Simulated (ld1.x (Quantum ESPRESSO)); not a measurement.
Xe (Z = 54): excitation energies, all-electron against TM semilocal

```json
{
 "Element": "Xe",
 "Generator": "ld1.x (Quantum ESPRESSO) 7.5",
 "Type": "norm-conserving Troullier–Martins (semilocal form)",
 "Functional": "PBE",
 "Relativity": "scalar-relativistic",
 "Frozen core": "[Kr] 4d10",
 "Valence charge": "8",
 "Reference configuration": "5s2 5p6",
 "Partial waves": "5p (bound): rc 2.05 bohr; 5d channel at 0.2 Ry: rc 2.15 bohr; 5s (bound): rc 1.70 bohr",
 "Local potential": "the s channel",
 "Core correction": "Bessel-smoothed model core, default radius (core density twice the valence density)"
}
```

Energies are relative to the spin-unpolarised reference configuration 5s2 5p6; without spin polarisation the order of configurations can differ from experiment.

```csv
valence configuration,charge,ΔE all-electron (eV),error AE − PS (meV)
5s2 5p5,+1,12.537,-2.7
5s2 5p4,+2,34.288,-7.7
5s2 5p3,+3,66.010,-23
5s2 5p2,+4,108.325,-68
5s1 5p6,+1,24.683,-11
5s2 5p5.5,+0.5,5.171,-1.3
```

Levels in the configuration 5s1 5p6:

```csv
level,all-electron (eV),pseudo (eV)
5s,-29.804,-29.817
5p,-17.582,-17.580
```
